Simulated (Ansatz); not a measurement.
Isomers of CH2OS2. All species are isolated molecules in the gas phase. One relaxed conformer stands for each flexible species; it need not be the lowest. Strings in code marks are SMILES.

Quantity: electronic energy of isomers of CH2OS2 relative to `O=C(S)S` (S–C–S–H torsion 0°, S–C–S–H torsion 180°), in kcal/mol.

Case: `O=CSS` (O–C–S–S torsion 5°, C–S–S–H torsion -85°). Geometry of `O=CSS` (neutral, multiplicity 1, Å):

```xyz
6

O     -1.2517     0.6611     0.7982
C     -1.1137    -0.0990    -0.1105
S      0.4136    -0.8544    -0.6723
S      1.8034    -0.2274     0.7123
H     -1.9398    -0.4428    -0.7619
H      2.0882     0.9625     0.1496
```

Q: Predict the electronic energy of isomers of CH2OS2 relative to `O=C(S)S` (S–C–S–H torsion 0°, S–C–S–H torsion 180°) from frozen-core MP2/cc-pVTZ // B3LYP-D3(BJ)/def2-TZVP (Ansatz, a first-principles code).

A: 6.16 kcal/mol.
